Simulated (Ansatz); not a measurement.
# A relaxation, step by step

Si$_{2}$H$_{4}$ClOF$_{3}$, closed shell, PBE0-D4/def2-TZVP (Ansatz 0.2.0). Settings:

```yaml
hamiltonian: {xc: pbe0, dispersion: d4}
relax: {f_tol: 0.005, max_steps: 200}
```

Start, a step off a saddle point along its unstable mode:

```xyz
11
angstrom
Si -0.3841 0.5563 1.1406
O 0.1889 0.1694 -0.3820
Si 0.1541 -1.2224 -1.2960
F -1.0974 -0.8097 1.4648
F -1.5758 1.6074 1.2120
Cl 0.9356 0.7513 2.6719
H 0.6593 1.5515 -0.3159
F 0.6613 2.1822 0.1782
H 0.8850 -0.9237 -2.5549
H -1.2585 -1.5637 -1.5801
H 0.8313 -2.2988 -0.5386
```

```json
{"step": "1", "energy less the last (meV)": "1597.6", "largest force component (eV/Å)": "11.527"}
{"step": "6", "energy less the last (meV)": "100.1", "largest force component (eV/Å)": "0.600"}
{"step": "11", "energy less the last (meV)": "35.2", "largest force component (eV/Å)": "0.611"}
{"step": "16", "energy less the last (meV)": "16.1", "largest force component (eV/Å)": "0.254"}
{"step": "21", "energy less the last (meV)": "14.9", "largest force component (eV/Å)": "0.005"}
{"step": "26", "energy less the last (meV)": "14.7", "largest force component (eV/Å)": "0.053"}
{"step": "31", "energy less the last (meV)": "14.2", "largest force component (eV/Å)": "0.089"}
{"step": "36", "energy less the last (meV)": "13.2", "largest force component (eV/Å)": "0.118"}
{"step": "41", "energy less the last (meV)": "11.6", "largest force component (eV/Å)": "0.131"}
{"step": "46 (rejected trial)", "energy less the last (meV)": "13.4", "largest force component (eV/Å)": "0.484"}
{"step": "51", "energy less the last (meV)": "6.7", "largest force component (eV/Å)": "0.073"}
{"step": "56", "energy less the last (meV)": "4.6", "largest force component (eV/Å)": "0.014"}
{"step": "61 (rejected trial)", "energy less the last (meV)": "2.4", "largest force component (eV/Å)": "0.106"}
{"step": "66", "energy less the last (meV)": "0.6", "largest force component (eV/Å)": "0.043"}
{"step": "71", "energy less the last (meV)": "0.0", "largest force component (eV/Å)": "0.019"}
{"step": "73", "energy less the last (meV)": "0.0", "largest force component (eV/Å)": "0.004"}
```

Step 11, positions (Å) and forces (eV/Å):

```csv
atom,x,y,z,Fx,Fy,Fz
Si1,-0.579,0.256,1.329,-0.034,-0.040,0.016
O2,0.055,0.091,-0.148,-0.005,0.063,0.032
Si3,0.157,-1.169,-1.246,0.007,-0.018,-0.009
F4,-1.354,-1.069,1.687,0.012,0.020,0.010
F5,-1.615,1.432,1.319,0.005,0.008,0.005
Cl6,0.837,0.602,2.701,-0.001,0.004,0.002
H7,0.809,1.746,-0.532,0.207,0.549,0.029
F8,1.127,2.630,-0.477,-0.210,-0.611,-0.059
H9,0.912,-0.647,-2.405,-0.008,0.007,0.014
H10,-1.215,-1.574,-1.627,0.012,0.009,-0.024
H11,0.867,-2.298,-0.602,0.013,0.008,-0.016
```

Step 56, positions (Å) and forces (eV/Å):

```
atom       x       y       z      Fx      Fy      Fz
 Si1  -0.542   0.225   1.505  -0.005  -0.004   0.009
  O2  -0.022   0.138  -0.017  -0.004   0.005   0.003
 Si3   0.429  -1.049  -1.111   0.005  -0.002  -0.007
  F4  -1.916  -0.525   1.651   0.007   0.003  -0.001
  F5  -0.771   1.739   1.842   0.004  -0.006  -0.002
 Cl6   0.775  -0.575   2.794  -0.002   0.002  -0.002
  H7   0.133   1.750  -0.901   0.002   0.008  -0.014
  F8   0.261   2.400  -1.553  -0.004  -0.010   0.010
  H9   1.568  -0.513  -1.881   0.003   0.001   0.003
 H10  -0.731  -1.331  -1.984  -0.002   0.002  -0.002
 H11   0.815  -2.258  -0.346  -0.004  -0.001   0.004
```

Step 66, positions (Å) and forces (eV/Å):

| atom | x | y | z | Fx | Fy | Fz |
| --- | --- | --- | --- | --- | --- | --- |
| Si1 | -0.489 | 0.227 | 1.542 | -0.009 | -0.008 | 0.007 |
| O2 | -0.062 | 0.148 | -0.008 | -0.016 | 0.001 | 0.001 |
| Si3 | 0.461 | -1.018 | -1.095 | 0.025 | -0.021 | -0.019 |
| F4 | -1.865 | -0.500 | 1.766 | 0.018 | 0.003 | -0.007 |
| F5 | -0.676 | 1.741 | 1.904 | 0.004 | 0.001 | 0.001 |
| Cl6 | 0.889 | -0.606 | 2.744 | -0.007 | 0.006 | -0.007 |
| H7 | -0.082 | 1.715 | -0.988 | 0.001 | -0.005 | 0.006 |
| F8 | 0.018 | 2.285 | -1.716 | 0.001 | 0.005 | -0.004 |
| H9 | 1.826 | -0.644 | -1.529 | -0.043 | -0.009 | 0.006 |
| H10 | -0.490 | -1.024 | -2.229 | 0.035 | -0.004 | 0.042 |
| H11 | 0.469 | -2.324 | -0.391 | -0.010 | 0.031 | -0.026 |

Last step (73):

| atom | x (Å) | y (Å) | z (Å) |
| --- | --- | --- | --- |
| Si1 | -0.4870 | 0.2274 | 1.5385 |
| O2 | -0.1082 | 0.1413 | -0.0241 |
| Si3 | 0.4474 | -1.0239 | -1.0952 |
| F4 | -1.8205 | -0.5550 | 1.8180 |
| F5 | -0.7249 | 1.7381 | 1.8863 |
| Cl6 | 0.9660 | -0.5281 | 2.7035 |
| H7 | -0.0969 | 1.7117 | -0.9895 |
| F8 | 0.0420 | 2.2994 | -1.6965 |
| H9 | 1.8467 | -0.6945 | -1.4379 |
| H10 | -0.4288 | -0.9760 | -2.2831 |
| H11 | 0.3641 | -2.3405 | -0.4201 |

Time: 2.3 min of wall clock on 4 CPU threads of an AMD EPYC 7R13 and a share of one NVIDIA H100; the host was shared. Peak host memory: 0.93 GiB.
